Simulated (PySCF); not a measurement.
## InGe: one state, many levels of theory

State: ⁴Σ⁻ (quartet), unpaired electrons σ ↑, π ↑↑. Set-up: PySCF, scalar-relativistic core potentials, basis sets In def2-SVP with ECP28, Ge def2-SVP. De refers to In + Ge in their high-spin ground configurations, without counterpoise correction. The functionals are run spin-unrestricted. A positive dipole means In(−)Ge(+).

```csv
Level,Re (Å),ωe (cm⁻¹),De (eV),μ (D)
UHF,2.749,168,1.37,-2.95
UHF-MP2,2.668,189,2.02,n/a
UHF-SCS-MP2,2.679,185,1.80,n/a
UHF-CCSD,2.694,183,1.88,n/a
UHF-CCSD(T),2.689,184,1.97,n/a
PBE,2.695,173,2.37,-1.64
BP86,2.696,172,2.33,-1.61
r²SCAN,2.658,182,2.38,-1.86
M06-L,2.689,177,2.33,-1.94
PBE0,2.668,182,2.24,-1.95
M06-2X,2.708,179,2.06,-2.38
```

(1) Which functional lies closest to UHF-CCSD(T) in De, which farthest, and by how much do they differ from it?

(2) What does a quarter of exact exchange do here, going from PBE to PBE0?

(3) What does the step from GGA to meta-GGA do here, going from PBE to r²SCAN?

Correlated steps freeze 13 core orbitals. Correlated levels converge slowly with the basis: in double zeta they bind strong bonds too weakly, by up to about 1 eV, and carry superposition errors of some tenths. These are scalar-relativistic numbers at best; spin–orbit coupling would shift them, the dissociation energy most. The state is the lowest determinant that a PBE0 search found; another state may lie lower at other levels.

The whole job (state search and all levels along the bond) took about 1.7 min on 1 thread of AMD EPYC 9R45 96-Core (shared host), peak memory 0.75 GiB.

Results:

(1) Closest is M06-2X (+1.9 pm in Re, -2.7 % in ωe, +0.09 eV in De against UHF-CCSD(T) in the same basis), farthest r²SCAN (-3.1 pm in Re, -1.1 % in ωe, +0.41 eV in De). CCSD(T) converges more slowly with the basis than the functionals do and binds too weakly in this one, so the order can change at the basis-set limit.

(2) PBE0 less PBE: -2.7 pm in Re, +5.2 % in ωe, -0.13 eV in De. Exact exchange removes part of the self-interaction that spreads semilocal densities, and in most molecules shortens and stiffens the bond and lowers De; so it does here.

(3) r²SCAN less PBE: -3.7 pm in Re, +5.2 % in ωe, +0.01 eV in De.
